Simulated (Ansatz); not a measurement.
CH5BrOSi (`C[SiH](O)Br`). The species carries charge 0 and has multiplicity 1.

| atom | x (Å) | y (Å) | z (Å) |
| --- | --- | --- | --- |
| C1 | -0.775 | -0.495 | -0.773 |
| Si2 | 0.170 | 0.144 | 0.687 |
| O3 | 0.852 | 1.609 | 0.431 |
| Br4 | 1.760 | -1.351 | 1.169 |
| H5 | -1.238 | -1.455 | -0.536 |
| H6 | -1.561 | 0.213 | -1.048 |
| H7 | -0.118 | -0.639 | -1.634 |
| H8 | -0.673 | 0.303 | 1.890 |
| H9 | 1.583 | 1.671 | -0.187 |

Question: List the harmonic frequencies (cm⁻¹, unscaled) at PBE0-D4/def2-TZVP in Ansatz. (Best estimate.)

Answer: The calculation gave: 153, 165, 184, 255, 273, 410, 666, 725, 741, 807, 871, 895, 943, 1279, 1441, 1444, 2272, 3051, 3138, 3144, 3921.

Question: Is this a minimum?

Answer: Yes, all 21 modes are real.

Question: Give the ideal-gas thermochemistry at 298.15 K and 1 bar (rigid rotor, harmonic oscillator; point group C1, symmetry number 1).

Answer: Zero-point energy 160.2 kJ/mol; H(298) − E = 179.7 kJ/mol; entropy 339.5 J/(mol·K), of which translation 170.6, rotation 113.8, vibration 55.1; G(298) − E = 78.5 kJ/mol.

Question: And at 400, 500, 600, 800 and 1000 K?

Answer: 
```csv
T (K),H − E (kJ/mol),S (J/mol/K),G − E (kJ/mol)
400,190.6,370.7,42.3
500,202.7,397.7,3.8
600,215.9,421.8,-37.2
800,244.9,463.5,-125.8
1000,276.5,498.6,-222.1
```

Question: Rotational constants (cm⁻¹)?

Answer: 0.1972, 0.0675, 0.05455.
